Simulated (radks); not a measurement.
Task: The mean radii <r> (bohr) of the occupied orbitals of an atom or ion are listed with their occupations. Method: non-relativistic Kohn-Sham, PBE, spin-polarised, spherical densities, point nucleus; computed with a radial shooting solver on a logarithmic mesh with Libxc functionals.

| orbital | occ. | <r> |
|---|---|---|
| 1s up | 1 | 0.04499 |
| 1s down | 1 | 0.04499 |
| 2s up | 1 | 0.2000 |
| 2s down | 1 | 0.2000 |
| 2p up | 3 | 0.1728 |
| 2p down | 3 | 0.1728 |
| 3s up | 1 | 0.5851 |
| 3s down | 1 | 0.5850 |
| 3p up | 3 | 0.5944 |
| 3p down | 3 | 0.5941 |
| 3d up | 5 | 0.6289 |
| 3d down | 5 | 0.6269 |
| 4s up | 1 | 1.828 |
| 4s down | 1 | 1.828 |
| 4p up | 3 | 2.282 |
| 4p down | 1 | 2.348 |

Name the element and its charge. Open shells, if any, are filled with parallel spins first.

Result: Z = 34, selenium, charge 0: Se in [Ar] 3d10 4s2 4p4. The 1s radius gives Z: for a bare nucleus <r> = 1.5/Z, 0.04412 bohr for Z = 34, and screening makes it slightly larger (0.04499 here). The occupations add up to 34, and the charge is Z minus that.
